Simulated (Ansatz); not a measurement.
C3H6BN⁻, that is BMe2(CN) with one electron more. Charge -1, multiplicity 2. Geometry PBE-D4/def2-SVP, that of the neutral singlet; atoms count from 1.

```xyz
11

B     0.236    0.023   -0.023
C    -0.484   -1.065   -0.890
H    -0.611   -0.604   -1.901
H    -1.499   -1.328   -0.532
H     0.116   -1.980   -1.062
C    -0.496    0.970    0.987
H    -0.335    0.512    1.994
H    -1.591    1.030    0.837
H    -0.058    1.986    1.058
C     1.778    0.172   -0.175
N     2.942    0.283   -0.292
```

The highest occupied level of the charge -1 doublet lies above zero (up to 1.55 eV). By energy differences its removal costs 0.39 eV (vertical, to the charge 0 singlet, at PBE0-D4/def2-TZVPD); a positive level beside a positive removal energy at the same level points to self-interaction error.

(1) Estimate the Mulliken populations from the PBE0/def2-TZVPD orbitals of Ansatz.

(2) Where does the spin sit?

(3) And the Mayer bond orders between bonded heavy atoms (over 0.3)?

Results:

(1) 
```
atom  charge (e)  spin (α − β)
  B1       -0.49          0.74
  C2       -0.55         -0.11
  H3        0.17          0.09
  H4        0.15          0.00
  H5        0.16          0.02
  C6       -0.55         -0.11
  H7        0.17          0.09
  H8        0.15          0.00
  H9        0.16          0.02
 C10        0.24         -0.03
 N11       -0.62          0.28
```
Mulliken values and Mayer orders depend strongly on the basis. With diffuse functions, as here, like atoms can get unlike values, and bond orders can come out too low or too high.

(2) Summed by element: B 0.74, C -0.24, H 0.22, N 0.28, of 1 unpaired in all. Largest on single atoms: B1 0.74, N11 0.28, C6 -0.11.

(3) B1–C2 0.94 (1.57 Å); B1–C6 0.94 (1.57 Å); B1–C10 1.28 (1.56 Å); C10–N11 1.97 (1.18 Å).
